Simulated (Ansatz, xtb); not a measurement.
C5H10Cl2: which of two isomers lies lower

Structure X: `CC(C)(CCl)CCl`, a singlet. Structure Y: `CC[C@](C)(Cl)CCl`, a singlet. Both are isolated molecules in the gas phase, relaxed with B3LYP-D3(BJ)/def2-SVP, each in the lowest conformer that the search found.

X (Å):

```xyz
17

C    -0.2561    0.3789   -1.2745
C     0.1925   -0.8395   -0.4497
C    -1.0020   -1.3995    0.3411
C     1.3009   -0.3631    0.4995
C     0.6982   -1.9628   -1.3658
Cl    1.9487   -1.6692    1.5745
Cl    2.1060   -1.4805   -2.3985
H    -0.6369    1.1764   -0.6175
H     0.5728    0.7829   -1.8729
H    -1.0660    0.0958   -1.9650
H    -0.7032   -2.2553    0.9629
H    -1.4163   -0.6257    1.0065
H    -1.8045   -1.7228   -0.3402
H     2.1580    0.0163   -0.0698
H     0.9248    0.4269    1.1629
H     1.0354   -2.8209   -0.7719
H    -0.0955   -2.2840   -2.0532
```

Y (Å):

| atom | x (Å) | y (Å) | z (Å) |
| --- | --- | --- | --- |
| C | -1.6407 | 0.4908 | -0.5726 |
| C | -0.3456 | 0.2678 | 0.2021 |
| C | 0.9440 | 0.2599 | -0.6278 |
| C | 2.1615 | -0.0369 | 0.2379 |
| C | 0.8805 | -0.6395 | -1.8639 |
| Cl | 1.1812 | 1.9495 | -1.3495 |
| Cl | 0.5553 | -2.3657 | -1.4200 |
| H | -1.8527 | -0.3472 | -1.2545 |
| H | -1.5942 | 1.4188 | -1.1622 |
| H | -2.4915 | 0.5710 | 0.1209 |
| H | -0.3890 | -0.7026 | 0.7241 |
| H | -0.2279 | 1.0392 | 0.9795 |
| H | 2.0910 | -1.0651 | 0.6241 |
| H | 2.2095 | 0.6588 | 1.0875 |
| H | 3.0900 | 0.0568 | -0.3433 |
| H | 0.0767 | -0.3279 | -2.5392 |
| H | 1.8340 | -0.6190 | -2.4052 |

Quicker runs give these differences E(Y) − E(X): GFN2-xTB −7.45 kJ/mol; HF/STO-3G −2.48 kJ/mol (at GFN2-xTB geometries); r2SCAN-D4/def2-SVP −10.46 kJ/mol (at GFN2-xTB geometries).

Estimate E(Y) − E(X) at the level CCSD(T)/def2-SVP + ΔMP2/def2-TZVPP.

Calculated at CCSD(T)/def2-SVP + ΔMP2/def2-TZVPP: E(Y) − E(X) = −4.69 kJ/mol, so structure Y lies lower.

Level by level:

| level | geometry | E(Y) − E(X) (kJ/mol) | departure from the last row (kJ/mol) | job, with rough time for the two |
| --- | --- | --- | --- | --- |
| GFN2-xTB | GFN2-xTB | −7.45 | −2.76 | optimisation, 0.16 s |
| HF/STO-3G | GFN2-xTB | −2.48 | +2.20 | single point, 0.54 s |
| r2SCAN-D4/def2-SVP | GFN2-xTB | −10.46 | −5.77 | single point, 5.2 s |
| B3LYP-D3(BJ)/def2-SVP | B3LYP-D3(BJ)/def2-SVP | −9.80 | −5.11 | optimisation, 37 s |
| HF/def2-SVP | B3LYP-D3(BJ)/def2-SVP | −8.41 | −3.73 | part of the CCSD(T) run |
| MP2/def2-SVP | B3LYP-D3(BJ)/def2-SVP | −8.63 | −3.94 | part of the CCSD(T) run |
| CCSD(T)/def2-SVP | B3LYP-D3(BJ)/def2-SVP | −8.84 | −4.15 | single point |
| CCSD(T)/def2-SVP + ΔMP2/def2-TZVPP | B3LYP-D3(BJ)/def2-SVP | −4.69 |  | single point, 2.2 min |

As drawn, both hold the same kinds of bond in the same numbers.

The levels shown agree on the order. The largest departure from CCSD(T)/def2-SVP + ΔMP2/def2-TZVPP is that of r2SCAN-D4/def2-SVP, 5.77 kJ/mol. The last row adds to CCSD(T) the change of the MP2 difference between the two basis sets, here +4.15 kJ/mol.

With thermal terms from frequencies at re-optimised GFN2-xTB minima (ideal gas, soft modes damped towards free rotors, one conformer each, 298.15 K, 1 atm): the zero-point term adds +0.17 kJ/mol; ΔH is −4.27 and ΔG −6.39 kJ/mol.

The correlated steps freeze 15 core orbitals. Mirror images aren't counted in ΔG. Programs: Ansatz 0.2.0, xtb 6.7.1; the last row on 4 threads of Arm Neoverse V1 on a shared host.
